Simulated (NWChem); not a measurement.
System: C₃H₃ cation

The following NWChem deck was run.

```
start job
memory heap 200 mb stack 900 mb global 1100 mb
charge 1
geometry units angstroms noautoz
  C      0.000000     0.000000    -1.338576
  C      0.000000     0.000000    -0.103296
  C      0.000000     0.000000     1.244720
  H      0.000000     0.000000    -2.425890
  H      0.000000     0.946812     1.807867
  H      0.000000    -0.946812     1.807867
end
basis spherical
  C library def2-svp
  H library def2-svp
end
dft
  xc xpbe96 cpbe96
  iterations 150
  mulliken
end
task dft energy
```

Parts of the log:

```
             Northwest Computational Chemistry Package (NWChem) 7.3.0
             --------------------------------------------------------

 C2V symmetry detected

                             Geometry "geometry" -> ""
                             -------------------------

 Output coordinates in angstroms (scale by  1.889725989 to convert to a.u.)

  No.       Tag          Charge          X              Y              Z
 ---- ---------------- ---------- -------------- -------------- --------------
    1 C                    6.0000     0.00000000     0.00000000    -1.33890610
    2 C                    6.0000     0.00000000     0.00000000    -0.10362610
    3 C                    6.0000     0.00000000     0.00000000     1.24438990
    4 H                    1.0000     0.00000000     0.00000000    -2.42622010
    5 H                    1.0000     0.00000000     0.94681200     1.80753690
    6 H                    1.0000     0.00000000    -0.94681200     1.80753690

 Effective nuclear repulsion energy (a.u.)      53.2782645817

      Symmetry information
      --------------------

 Group name             C2v
 Group number             16
 Group order               4
 No. of unique centers     5

  pbe96 is a nonlocal functional; adding pw91lda local functional.

                                 NWChem DFT Module
                                 -----------------

 Summary of "ao basis" -> "ao basis" (spherical)
 ------------------------------------------------------------------------------
       Tag                 Description            Shells   Functions and Types
 ---------------- ------------------------------  ------  ---------------------
 C                          def2-svp                 6       14   3s2p1d
 H                          def2-svp                 3        5   2s1p

      Symmetry analysis of basis
      --------------------------

        a1         28
        a2          4
        b1         11
        b2         14

            General Information
            -------------------
          SCF calculation type: DFT
          Wavefunction type:  closed shell.
          No. of atoms     :     6
          No. of electrons :    20
           Alpha electrons :    10
            Beta electrons :    10
          Charge           :     1
          Spin multiplicity:     1
          Use of symmetry is: on ; symmetry adaption is: on
          Maximum number of iterations: 150
          AO basis - number of functions:    57
                     number of shells:    27
          Convergence on energy requested:  1.00D-06
          Convergence on density requested:  1.00D-05
          Convergence on gradient requested:  5.00D-04

              XC Information
              --------------
          PerdewBurkeErnzerhof Exchange Functional  1.000
            Perdew 1991 LDA Correlation Functional  1.000 local
           PerdewBurkeErnz. Correlation Functional  1.000 non-local

             Grid Information
             ----------------
          Grid used for XC integration:  medium
          Radial quadrature: Mura-Knowles
          Angular quadrature: Lebedev.
          Tag              B.-S. Rad. Rad. Pts. Rad. Cut. Ang. Pts.
          ---              ---------- --------- --------- ---------
          C                   0.70       49          10.0       434
          H                   0.35       45          11.0       434
          Grid pruning is: on
          Number of quadrature shells:   237
          Spatial weights used:  Erf1

      Superposition of Atomic Density Guess
      -------------------------------------

 Sum of atomic energies:        -114.37226862

 Renormalizing density from      21.00 to     20

      Non-variational initial energy
      ------------------------------

 Total energy =    -111.829474
 1-e energy   =    -244.997391
 2-e energy   =      79.889653
 HOMO         =      -0.686264
 LUMO         =      -0.528540

      Symmetry analysis of molecular orbitals - initial
      -------------------------------------------------

  Numbering of irreducible representations:

     1 a1          2 a2          3 b1          4 b2

  Orbital symmetries:

     1 a1          2 a1          3 a1          4 a1          5 a1
     6 a1          7 a1          8 b2          9 b1         10 b2
    11 b1         12 b2         13 b1         14 a1         15 a1
    16 b2         17 a1         18 a1         19 a1         20 b1

     ---------------------------------------------
      Total Density - Mulliken Population Analysis
     ---------------------------------------------

    Atom       Charge   Shell Charges
 -----------   ------   -------------------------------------------------------
    1 C    6     5.88   1.99  1.09  0.58  1.79  0.39  0.04
    2 C    6     6.15   1.99  1.06  0.25  2.32  0.48  0.03
    3 C    6     5.81   1.99  1.07  0.27  1.82  0.64  0.03
    4 H    1     0.72   0.55  0.15  0.02
    5 H    1     0.72   0.59  0.11  0.02
    6 H    1     0.72   0.59  0.11  0.02

   convergence    iter        energy       DeltaE   RMS-Dens  Diis-err
 ---------------- ----- ----------------- --------- --------- ---------
 d= 0,ls=0.0,diis     1   -115.3713511011 -1.69D+02  2.24D-02  6.43D-01
 d= 0,ls=0.0,diis     2   -115.2090891366  1.62D-01  1.80D-02  1.50D+00
 d= 0,ls=0.0,diis     3   -115.4077285290 -1.99D-01  8.42D-03  2.07D-01
 d= 0,ls=0.0,diis     4   -115.4043414477  3.39D-03  4.95D-03  2.46D-01
 d= 0,ls=0.0,diis     5   -115.4420312520 -3.77D-02  8.35D-04  2.83D-03
  Resetting Diis
 d= 0,ls=0.0,diis     6   -115.4424622695 -4.31D-04  1.69D-04  1.51D-04
 d= 0,ls=0.0,diis     7   -115.4424872798 -2.50D-05  4.20D-05  1.23D-06
 d= 0,ls=0.0,diis     8   -115.4424863785  9.01D-07  3.37D-05  6.92D-06
 d= 0,ls=0.0,diis     9   -115.4424872668 -8.88D-07  1.25D-05  1.18D-06
 d= 0,ls=0.0,diis    10   -115.4424874474 -1.81D-07  3.03D-06  9.96D-08

         Total DFT energy =     -115.442487447391
      One electron energy =     -253.776810976098
           Coulomb energy =      101.813291995751
    Exchange-Corr. energy =      -16.757233048726
 Nuclear repulsion energy =       53.278264581682

 Numeric. integr. density =       20.000000341664

                  Occupations of the irreducible representations
                  ----------------------------------------------

                     irrep           alpha         beta
                     --------     --------     --------
                     a1                7.0          7.0
                     a2                0.0          0.0
                     b1                1.0          1.0
                     b2                2.0          2.0

                       DFT Final Molecular Orbital Analysis
                       ------------------------------------

 Vector    8  Occ=2.000000D+00  E=-6.781239D-01  Symmetry=b2
              MO Center= -1.5D-16,  2.9D-15,  1.2D+00, r^2= 1.4D+00
   Bfn.  Coefficient  Atom+Function         Bfn.  Coefficient  Atom+Function
  ----- ------------  ---------------      ----- ------------  ---------------
    33      0.469735  3 C  py                48      0.283861  5 H  s
    53     -0.283861  6 H  s                 19      0.198150  2 C  py
    36      0.153257  3 C  py                22      0.091920  2 C  py
     5      0.079926  1 C  py                49      0.050620  5 H  s
    54     -0.050620  6 H  s

 Vector    9  Occ=2.000000D+00  E=-5.820764D-01  Symmetry=b1
              MO Center=  9.7D-16, -1.6D-16, -7.0D-02, r^2= 1.7D+00
   Bfn.  Coefficient  Atom+Function         Bfn.  Coefficient  Atom+Function
  ----- ------------  ---------------      ----- ------------  ---------------
    18      0.437532  2 C  px                 4      0.328535  1 C  px
    32      0.324391  3 C  px                21      0.209039  2 C  px
    35      0.151803  3 C  px                 7      0.129576  1 C  px

 Vector   10  Occ=2.000000D+00  E=-5.211107D-01  Symmetry=b2
              MO Center= -1.6D-16, -2.9D-16, -5.5D-01, r^2= 1.9D+00
   Bfn.  Coefficient  Atom+Function         Bfn.  Coefficient  Atom+Function
  ----- ------------  ---------------      ----- ------------  ---------------
     5      0.472592  1 C  py                19      0.400625  2 C  py
     8      0.233569  1 C  py                22      0.206570  2 C  py
    48     -0.148716  5 H  s                 53      0.148716  6 H  s
    33     -0.137815  3 C  py                36     -0.066330  3 C  py
    49     -0.060140  5 H  s                 54      0.060140  6 H  s

 Vector   11  Occ=0.000000D+00  E=-4.470406D-01  Symmetry=b1
              MO Center=  9.1D-18, -2.7D-16,  1.2D-01, r^2= 2.6D+00
   Bfn.  Coefficient  Atom+Function         Bfn.  Coefficient  Atom+Function
  ----- ------------  ---------------      ----- ------------  ---------------
    32      0.506013  3 C  px                 4     -0.446264  1 C  px
    35      0.358385  3 C  px                 7     -0.289493  1 C  px
    18     -0.057006  2 C  px                27     -0.045327  2 C  d  1
    21     -0.028179  2 C  px

 Vector   12  Occ=0.000000D+00  E=-2.725699D-01  Symmetry=b2
              MO Center= -1.5D-16, -1.2D-16, -4.0D-01, r^2= 2.6D+00
   Bfn.  Coefficient  Atom+Function         Bfn.  Coefficient  Atom+Function
  ----- ------------  ---------------      ----- ------------  ---------------
     8      0.544684  1 C  py                22     -0.541275  2 C  py
    19     -0.484432  2 C  py                 5      0.467601  1 C  py
    49      0.278713  5 H  s                 54     -0.278713  6 H  s
    48      0.190348  5 H  s                 53     -0.190348  6 H  s
    36     -0.098699  3 C  py                39      0.051232  3 C  d -1

[...]
```

Level: PBE/def2-SVP. The geometry was optimised at PBE0/def2-SVP.
